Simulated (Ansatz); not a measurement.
Geometry optimisation of NiN₂Cl₂H₆⁺, that is trans-NiCl2(NH3)2 with one electron fewer.

```yaml
crystal:
  periodic: [false, false, false]
  atoms:
    - {symbol: Ni, position_ang: [0.002358, 0.000005, -0.000216]}
    - {symbol: Cl, position_ang: [2.189665, 0.009289, 0.030218]}
    - {symbol: N, position_ang: [-0.006236, 1.904237, -0.009097]}
    - {symbol: H, position_ang: [0.044558, 2.262091, 0.956687]}
    - {symbol: H, position_ang: [-0.883804, 2.253357, -0.424338]}
    - {symbol: H, position_ang: [0.817611, 2.268799, -0.510799]}
    - {symbol: Cl, position_ang: [-2.185131, -0.009301, -0.032111]}
    - {symbol: N, position_ang: [0.007587, -1.904218, 0.008680]}
    - {symbol: H, position_ang: [-0.128672, -2.262571, -0.948509]}
    - {symbol: H, position_ang: [-0.772867, -2.266672, 0.576507]}
    - {symbol: H, position_ang: [0.914930, -2.255006, 0.352996]}
basis:
  gaussian: {orbitals: def2-SVP}
total_charge: 1
magnetization: {spin_polarized: true, initial_magnetization: 1}
hamiltonian: {xc: pbe, dispersion: d4}
scf: {lower_state_search: "off"}
output: {orbitals: {seedname: orbitals}}
relax: {f_tol: 0.02, max_steps: 100}
```

```sh
$ ansatz run in.yaml --threads 4 --pin off --events-out ev --progress --plain --max-ram 8704MiB
```

It prints (some lines left out):

```
Functional definition: PBE
mean field -69127.79731497 eV, -2540.3996948212 hartree, gradient 2.1e-6 eV, S^2 0.754276; 0 other end points of the search recorded, 0 dependent functions left out
relax step   1: F+E_penalty+E_count = -69128.06719991 eV  Δ(F+E_penalty+E_count) = +0.000e0 eV  max|allowed force component| = 6.154e-1 eV/Å  Δτ_max = 0.0000 Å  (63 SCF iters, accepted)
mean field -69127.84054966 eV, -2540.4012836667 hartree, gradient 9.7e-7 eV, S^2 0.754270; 0 other end points of the search recorded, 0 dependent functions left out
relax step   2: F+E_penalty+E_count = -69128.11117293 eV  Δ(F+E_penalty+E_count) = -4.397e-2 eV  max|allowed force component| = 2.463e-1 eV/Å  Δτ_max = 0.0341 Å  (27 SCF iters, accepted)
mean field -69127.85112175 eV, -2540.4016721837 hartree, gradient 1.4e-6 eV, S^2 0.754420; 0 other end points of the search recorded, 0 dependent functions left out
relax step   3: F+E_penalty+E_count = -69128.12172459 eV  Δ(F+E_penalty+E_count) = -1.055e-2 eV  max|allowed force component| = 3.572e-2 eV/Å  Δτ_max = 0.0281 Å  (27 SCF iters, accepted)
mean field -69127.85138198 eV, -2540.4016817471 hartree, gradient 1.4e-6 eV, S^2 0.754455; 0 other end points of the search recorded, 0 dependent functions left out
relax step   4: F+E_penalty+E_count = -69128.12183609 eV  Δ(F+E_penalty+E_count) = -1.115e-4 eV  max|allowed force component| = 1.010e-2 eV/Å  Δτ_max = 0.0058 Å  (19 SCF iters, accepted)
Total energy: -69128.12188934 eV, -2540.4116227094 hartree
Atom 0 at     0.002352     0.000011    -0.000727 Å, force    -0.000081     0.000134    -0.000203 eV/Å
Atom 1 at     2.135375     0.016088     0.031970 Å, force    -0.002533    -0.006621     0.000920 eV/Å
Atom 2 at    -0.006121     1.937334    -0.007985 Å, force    -0.008594     0.010067     0.005166 eV/Å
Atom 3 at     0.047431     2.300259     0.959035 Å, force     0.001208    -0.005346    -0.001674 eV/Å
Atom 4 at    -0.876052     2.307356    -0.425995 Å, force     0.001199    -0.002222    -0.001742 eV/Å
Atom 5 at     0.810126     2.315740    -0.516607 Å, force    -0.001813    -0.004349    -0.001890 eV/Å
Atom 6 at    -2.130931    -0.016207    -0.033509 Å, force     0.002115     0.006449    -0.000670 eV/Å
Atom 7 at     0.007026    -1.937307     0.007573 Å, force     0.007691    -0.010097    -0.005004 eV/Å
Atom 8 at    -0.129802    -2.301454    -0.950697 Å, force    -0.000617     0.005400     0.001712 eV/Å
Atom 9 at    -0.766052    -2.312472     0.581777 Å, force     0.002228     0.004530     0.001752 eV/Å
Atom 10 at     0.906646    -2.309338     0.355183 Å, force    -0.000805     0.002056     0.001633 eV/Å
Dipole moment:    -0.004391    -0.000006     0.001833 e Å
Checks for a lower state left out: stability, starts, cluster_reference, orbital_swaps, neighbouring_geometries, increment
```

Run time 8.5 s (4 threads of Intel Xeon Platinum 8259CL on a shared host).

The name describes the singlet; other states may take another shape.
